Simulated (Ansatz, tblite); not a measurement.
Isomers of Si6Ge⁻ (doublet), found by a short tight-binding search and relaxed with PBE-D4/def2-SVPD in Ansatz.

The xTB rows come from tblite. Correlated methods freeze 39 core orbitals; core or outer-core shells of Ge are correlated, in sets that lack core-valence functions.

Run but left out: HF/def2-TZVPD, MP2/def2-TZVPD (A: ⟨S²⟩ 1.06, where a pure state has 0.75); HF/STO-3G (C: ⟨S²⟩ 2.28, where a pure state has 0.75); HF/STO-3G (E: ⟨S²⟩ 1.72, where a pure state has 0.75).

E: At r2SCAN-D4/def2-TZVPD, B97M-V/def2-TZVPD, PBE0-D4/def2-TZVPD the charge -1 doublet is spin-contaminated (final ⟨S²⟩ up to 1.04, 0.75 for a pure state).

Other spin states weren't relaxed.

A:

```xyz
7

Si   -0.378   -0.714   -0.826
Si   -2.163   -1.023    0.770
Si    0.115    1.813   -1.121
Si    0.038   -1.466    1.589
Si   -0.834    1.054    0.979
Si    1.541    0.139   -2.005
Ge    1.681    0.196    0.615
```

B:

```xyz
7

Si   -0.4695    0.8896    1.3096
Si    1.4908   -0.2144   -0.1204
Si   -0.4599    0.5411   -1.3333
Si   -2.3970    0.5238   -0.0142
Si    1.6706    0.5702   -2.3309
Si    0.9980   -0.7922    2.0963
Ge   -0.8329   -1.5181    0.3929
```

C:

```tsv
atom	x (Å)	y (Å)	z (Å)
Si1	0.3761	-0.7089	-0.8082
Si2	0.4629	0.7068	-2.6159
Si3	-0.5665	-1.9624	1.2446
Si4	-0.1781	1.6760	-0.6366
Si5	-0.5085	0.3344	1.4146
Si6	1.2541	-2.6878	-0.0440
Ge7	-0.8401	2.6418	1.4456
```

D:

```xyz
7

Si   -0.478    0.724   -1.766
Si   -1.032    0.975    2.272
Si    0.706   -0.764    1.908
Si    0.902   -0.939   -0.421
Si    0.366    1.387    0.424
Si    1.081   -0.906   -2.723
Ge   -1.544   -0.476    0.306
```

E:

```xyz
7

Si    0.148    1.401    0.361
Si   -0.072    0.000   -1.824
Si   -0.976   -1.001    0.401
Si   -2.015    0.929   -0.835
Si    3.395   -1.587   -0.003
Si    1.394   -0.646    0.185
Ge   -1.874    0.905    1.715
```

Task: Estimate their order by electronic energy at RPA@PBE/def2-TZVPD, counted from the lowest.

Result: D (0.0) < B (6.7) < A (7.0) < E (19.5) < C (31.0), in kcal/mol. Gaps under about 2 kJ/mol are ties within the noise of geometry and basis.

Task: Do the other levels pick the same lowest one?

Result: Not GFN2-xTB. Energies above each level's lowest (kcal/mol):

| level | A | B | C | D | E |
| --- | --- | --- | --- | --- | --- |
| GFN2-xTB | 6.8 | 0.5 | 0.0 | 1.2 | 30.1 |
| PBE-D4/def2-TZVPD | 5.7 | 6.6 | 29.2 | 0.0 | 20.1 |
| r2SCAN-D4/def2-TZVPD | 8.3 | 6.0 | 28.5 | 0.0 | 19.6 |
| B97M-V/def2-TZVPD | 7.0 | 6.1 | 32.7 | 0.0 | 19.7 |
| PBE0-D4/def2-TZVPD | 6.8 | 5.6 | 32.2 | 0.0 | 22.2 |
| RPA@PBE/def2-TZVPD | 7.0 | 6.7 | 31.0 | 0.0 | 19.5 |
Point groups (tolerance 0.1 Å): A not assigned, B Cs, C not assigned, D not assigned, E Cs. Lower isomers may exist.
